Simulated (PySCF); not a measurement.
**Radial density of Ru⁻ (ruthenium, charge -1)**

UHF, [Kr] 4d7 5s2, high-spin 4F determinant. Calculation: PySCF 2.14, in x2c-TZVPPall with one added diffuse shell each of s, p, d, f type (9s7p7d3f1g, 95 functions); scalar relativity by spin-free X2C-1e.

```json
{"r (bohr)": "0.0352", "4πr²ρ (e/bohr)": "50.61", "4πr²(ρα − ρβ)": "-0.0023"}
{"r (bohr)": "0.0592", "4πr²ρ (e/bohr)": "50.87", "4πr²(ρα − ρβ)": "0.0027"}
{"r (bohr)": "0.0996", "4πr²ρ (e/bohr)": "69.72", "4πr²(ρα − ρβ)": "0.0731"}
{"r (bohr)": "0.167", "4πr²ρ (e/bohr)": "49.87", "4πr²(ρα − ρβ)": "0.3183"}
{"r (bohr)": "0.282", "4πr²ρ (e/bohr)": "52.64", "4πr²(ρα − ρβ)": "0.4287"}
{"r (bohr)": "0.474", "4πr²ρ (e/bohr)": "33.22", "4πr²(ρα − ρβ)": "-0.0054"}
{"r (bohr)": "0.797", "4πr²ρ (e/bohr)": "13.34", "4πr²(ρα − ρβ)": "1.0572"}
{"r (bohr)": "1.34", "4πr²ρ (e/bohr)": "10.27", "4πr²(ρα − ρβ)": "2.0864"}
{"r (bohr)": "2.25", "4πr²ρ (e/bohr)": "2.474", "4πr²(ρα − ρβ)": "0.9073"}
{"r (bohr)": "3.79", "4πr²ρ (e/bohr)": "0.6032", "4πr²(ρα − ρβ)": "0.1640"}
{"r (bohr)": "6.38", "4πr²ρ (e/bohr)": "0.1966", "4πr²(ρα − ρβ)": "-0.0645"}
{"r (bohr)": "10.7", "4πr²ρ (e/bohr)": "0.03474", "4πr²(ρα − ρβ)": "-0.0283"}
{"r (bohr)": "18.0", "4πr²ρ (e/bohr)": "9.240e-05", "4πr²(ρα − ρβ)": "-0.0001"}
```

Densities and radii are taken from the X2C orbitals without a picture-change correction, which distorts them close to the nucleus.

⟨S²⟩ = 3.93 against 3.75 shows spin contamination. At UHF the highest occupied level has a positive energy, so only the finite basis holds that electron.

(1) Where is the radial spin density 4πr²(ρα − ρβ) most negative, and why is it negative at all?

## Answers

(1) Around r = 6.38 bohr, down to -0.0645 e/bohr: exchange with the open shell polarises the paired shells in an unrestricted calculation.
